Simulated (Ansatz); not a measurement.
Wavefunction ladder for `C[CH2][Sn]([CH2]C)([CH2]C)[CH2]C`

Cartesian coordinates in Å:
```
C -0.570 -1.004 -2.863
C 0.685 -0.675 -2.065
Sn 0.282 0.202 -0.131
C -0.690 -1.252 1.139
C -0.883 -0.755 2.566
C -1.030 1.909 -0.344
C -2.505 1.541 -0.429
C 2.139 0.780 0.808
C 3.055 -0.403 1.094
H -1.163 -0.109 -3.069
H -0.331 -1.462 -3.828
H -1.218 -1.704 -2.327
H 1.322 0.022 -2.617
H 1.284 -1.575 -1.899
H -0.088 -2.164 1.124
H -1.651 -1.509 0.685
H -1.376 -1.502 3.197
H 0.072 -0.512 3.041
H -1.496 0.150 2.600
H -0.716 2.461 -1.235
H -0.847 2.571 0.507
H -2.716 0.902 -1.290
H -2.838 0.997 0.460
H -3.141 2.428 -0.521
H 1.891 1.311 1.732
H 2.634 1.507 0.158
H 2.578 -1.132 1.755
H 3.987 -0.091 1.577
H 3.330 -0.932 0.177
```

Total charge 0; spin multiplicity 1. Correlated methods include outer-core shells of Sn, which these sets cover unevenly. Sn: def2 effective core potential. Geometry: relaxed with PBE0-D4/def2-TZVP. It is one conformer, not always the lowest. Frozen core, restricted reference, the Gaussian-basis code of Ansatz.

```csv
basis,HF (Eh),MP2 corr.
def2-SVP,-527.68248,-1.28857
def2-TZVPP,-528.03650,-1.76984
def2-QZVPP,-528.05318,-2.07126
```

Q: Estimate the CCSD correlation energy and the (T) correction in each basis where they were run (hartree).

A: 
```csv
basis,CCSD corr.,(T)
def2-SVP,-1.41213,-0.04350
```
